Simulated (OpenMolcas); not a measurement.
S V: effect of correlating more closed shells

```yaml
Program: OpenMolcas 26.06
Basis: ANO-RCC-VQZP [6s5p3d2f1g]
Scalar_Hamiltonian: DKH2, point nucleus
Active_space: 2 electrons in 9 orbitals (RAS2 3s 3p; RAS3 3d, at most 2 electrons)
State_averaging: 2S+1 = 3 even, 3 roots; 2S+1 = 1 even, 7 roots; 2S+1 = 3 odd, 3 roots; 2S+1 = 1 odd, 3 roots
Spin-orbit_coupling: state interaction with AMFI integrals over the reference wave functions, term energies averaged over their components
```

Methods on the same reference wave functions:
A. RASSCF
B. MS-RASPT2, IPEA 0.25 Eh, imaginary shift 0.1 Eh (closed shells correlated: none)
C. MS-RASPT2, IPEA 0.25 Eh, imaginary shift 0.1 Eh (closed shells correlated: 2s 2p)

Energies in eV above 3s2 1S0, the measured ground level; measured values from NIST levels in Podobedova, Kelleher and Wiese, J. Phys. Chem. Ref. Data 38, 171 (2009); Martin, Zalubas and Musgrove, J. Phys. Chem. Ref. Data 19, 821 (1990).

```tsv
Level	A	B	C	Measured
3s2 1S0	0.0000	0.0000	0.0000	0.0000
3s 3p 3P* 0	10.0793	10.159	10.221	10.2937
3s 3p 3P* 1	10.1199	10.200	10.261	10.3395
3s 3p 3P* 2	10.2027	10.283	10.344	10.4339
3s 3p 1P* 1	16.0159	15.932	15.910	15.7647
3p2 1D2	23.9898	24.062	24.146	24.0206
3p2 3P0	24.7058	24.777	24.835	24.7928
3p2 3P1	24.7485	24.820	24.878	24.8428
3p2 3P2	24.8321	24.904	24.962	24.9389
```

Deviations, from unrounded energies. A percentage is the sum of absolute deviations over the sum of measured energies, with the sign that they share, or ± where signs differ.

```tsv
Against measurement	Levels	A	B	C
mean absolute deviation (cm-1)	8	1200	710	620
other configurations (%)	8	±0.8	±0.5	±0.4
```

C lies closest to measurement on these levels and A furthest from it. The largest miss of C in the table is 3s 3p 1P* 1, by +1200 cm-1. The ranking rests on the paired levels alone, and a cruder setting can come out closer through cancelling errors.

Between B and C the level of the table that moves most is 3p2 1D2, by 680 cm-1 (lowest in B, highest in C).

The lowest spin-free term lies below A's lowest term by 0.004 hartree in B, 0.045 hartree in C.

What an inner shell adds also hangs on whether the basis holds functions to correlate it.

Active for correlation alone: 3d; no level in the range computed is led by a configuration that fills it, so any true level of that kind is missing. Some terms mix strongly with configurations of 3d, whose occupation reaches 0.23 (3p2 1D). Measured partners are found by configuration, term and J. A level has none where our copy of the source lacks it or the pairing is in doubt (some pairs that miss far off the trend of their configuration count as doubtful), and it then counts in no deviation. Only configurations of the active space appear. Levels that lie high or do not pair safely by name in every column are left out.

* marks odd parity.
